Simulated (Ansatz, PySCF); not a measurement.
Ge(F)(Cl)2(OH) (Cl₂FGeHO), SMILES [Cl][Ge]([F])([Cl])[OH]. Atoms are numbered in the order given.

```xyz
6

O     -1.6112    -0.8826    -0.5840
Ge    -0.1918    -0.1327     0.1168
F     -0.2076    -0.3628     1.8307
Cl     1.5207    -1.1008    -0.6876
Cl    -0.1483     1.9835    -0.2067
H     -2.4341    -0.4336    -0.3394
```
Charge 0, spin multiplicity 1.

Geometry: B3LYP-D3(BJ)/def2-SVP. The structure was generated by enumeration, and PubChem lists no compound with its InChIKey, so it may never have been made. Other conformers were not sampled.

Vertical ionisation energy (IE) and electron affinity (EA) in eV. Rows of orbital energies are one-electron estimates. Where ΔSCF, EOM or ADC give a negative EA the extra electron is unbound and the value depends on the basis.

```csv
level,IE,EA
"−ε(HOMO), −ε(LUMO), ωB97X/def2-TZVP (PySCF)",12.26,-0.42
"−ε(HOMO), −ε(LUMO), PBE/def2-TZVP (PySCF)",8.24,2.78
"ΔSCF, CAM-B3LYP/def2-SVPD (Ansatz), final states of multiplicity 2 and 2",12.36,0.30
"ΔSCF, PBE/def2-SVPD (Ansatz), final states of multiplicity 2 and 2",(withheld),(withheld)
```

Fill in the missing entries. (The exact figures need the calculation; the answer reports its results.)


- ΔSCF, PBE/def2-SVPD (Ansatz, an electronic-structure program), final states of multiplicity 2 and 2, IE: 11.39
- ΔSCF, PBE/def2-SVPD (Ansatz), final states of multiplicity 2 and 2, EA: 0.48

What vertical singlet–triplet gap does ΔSCF give with CAM-B3LYP/def2-SVPD (Ansatz) and with PBE/def2-SVPD (Ansatz)? (The exact figures need the calculation; the answer reports its results.)

6.32 and 5.39 eV (triplet above singlet where positive).
